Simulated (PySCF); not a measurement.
(Z)-1-bromo-2-chloroethene (C2H2BrCl), SMILES Cl/C=C\Br.

Coordinates come from a B3LYP-D3(BJ)/def2-SVP optimisation.

Calculation: SMD-ωB97X/def2-SVP (PySCF).

Solvation free energies are E(SMD) − E(gas) at the gas-phase geometry, for 1 M in both phases. Bromine has the revised SMD18 radius of 2.60 Å. In vacuum the dipole moment is 1.80 D.

```json
[
 {"solvent": "water", "ΔG(solv) (kcal/mol)": "-1.3", "its non-electrostatic (CDS) part": "1.9", "dipole (D)": "2.52"},
 {"solvent": "N,N-dimethylformamide", "ΔG(solv) (kcal/mol)": "-4.4", "its non-electrostatic (CDS) part": "-1.2", "dipole (D)": "2.50"},
 {"solvent": "tetrahydrofuran", "ΔG(solv) (kcal/mol)": "-4.4", "its non-electrostatic (CDS) part": "-1.8", "dipole (D)": "2.37"}
]
```
